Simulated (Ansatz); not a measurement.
Reaction (redistribution): `[OH][AlH][SiH2]O` + `B[CH2][GaH][CH3]` → `[CH3][Al]([OH])[SiH2]O` + `B[CH2][GaH2]`

Calculated with Ansatz (gas phase, PBE0-D4/def2-TZVP geometries, no zero-point term in ΔE). CCSD(T)/CBS is the MP2 limit (def2-TZVPP, def2-QZVPP) plus CCSD(T) − MP2 in def2-TZVPP, frozen cores. Functionals use def2-TZVPP. B3LYP here is the variant with VWN-RPA as its local correlation; programs differ in this. For Ga outer-core shells are correlated without core-valence functions, which leaves a few kJ/mol of doubt a bond. Scalar relativity is left out up to krypton. Each species was taken in one conformer, which may not be the lowest.

`[OH][AlH][SiH2]O`:

```xyz
9

O     1.103    2.102    0.431
Al    0.191    1.277   -0.744
Si   -0.418   -1.079   -0.306
O    -0.025   -1.553    1.241
H     1.431    1.673    1.221
H    -0.191    2.125   -2.026
H    -1.869   -1.335   -0.576
H     0.343   -2.005   -1.191
H    -0.565   -1.203    1.951
```

`B[CH2][GaH][CH3]`:

```xyz
12

B    -0.367    0.550    1.744
C    -1.202    0.834    0.521
Ga   -0.477   -0.589   -0.724
C     1.416   -0.580   -1.239
H     0.745    0.991    1.843
H    -0.756   -0.204    2.594
H    -2.275    0.654    0.555
H    -0.942    1.729   -0.057
H    -1.526   -1.618   -1.282
H     1.972   -1.206   -0.533
H     1.839    0.425   -1.183
H     1.573   -0.986   -2.239
```

`[CH3][Al]([OH])[SiH2]O`:

Cartesian coordinates in Å:
```
C -1.388 1.895 0.089
Al -0.483 0.211 0.448
O -1.110 -0.725 1.728
Si 1.463 -0.717 -0.767
O 1.813 -2.283 -0.313
H -0.884 2.496 -0.672
H -2.411 1.713 -0.256
H -1.465 2.495 1.001
H -0.700 -1.539 2.016
H 2.708 0.045 -0.466
H 1.282 -0.639 -2.252
H 1.174 -2.953 -0.555
```

`B[CH2][GaH2]`:

Cartesian coordinates in Å:
```
B 0.201 -1.278 0.493
C 0.528 0.194 0.611
Ga -0.554 0.973 -0.895
H -0.794 -1.726 0.994
H 0.878 -2.007 -0.179
H 0.088 0.718 1.466
H 1.550 0.508 0.398
H -2.100 1.152 -0.713
H 0.205 1.467 -2.174
```

```json
{"level": "B3LYP-D4", "ΔE (kJ/mol)": "-10.8", "difference from CCSD(T)/CBS": "-4.4"}
{"level": "ωB97X-V", "ΔE (kJ/mol)": "-10.3", "difference from CCSD(T)/CBS": "-3.9"}
{"level": "ωB97M-V", "ΔE (kJ/mol)": "-11.9", "difference from CCSD(T)/CBS": "-5.5"}
{"level": "B2PLYP", "ΔE (kJ/mol)": "-10.1", "difference from CCSD(T)/CBS": "-3.7"}
{"level": "PBE0", "ΔE (kJ/mol)": "-11.8", "difference from CCSD(T)/CBS": "-5.4"}
{"level": "HF/def2-TZVPP", "ΔE (kJ/mol)": "-11.9", "difference from CCSD(T)/CBS": "-5.5"}
{"level": "MP2/def2-TZVPP", "ΔE (kJ/mol)": "-5.6", "difference from CCSD(T)/CBS": "0.8"}
{"level": "CCSD/def2-TZVPP", "ΔE (kJ/mol)": "-7.7", "difference from CCSD(T)/CBS": "-1.3"}
{"level": "CCSD(T)/def2-TZVPP", "ΔE (kJ/mol)": "-7.2", "difference from CCSD(T)/CBS": "-0.8"}
{"level": "MP2/CBS(def2)", "ΔE (kJ/mol)": "-4.9", "difference from CCSD(T)/CBS": "1.5"}
{"level": "CCSD(T)/CBS", "ΔE (kJ/mol)": "-6.4", "difference from CCSD(T)/CBS": "0"}
```

Largest T1 diagnostic among the species: 0.013.

In def2-TZVPP, CCSD(T) changes the Hartree–Fock value by +4.7 kJ/mol (the triples alone add +0.5 kJ/mol) and MP2 by +6.3 kJ/mol.
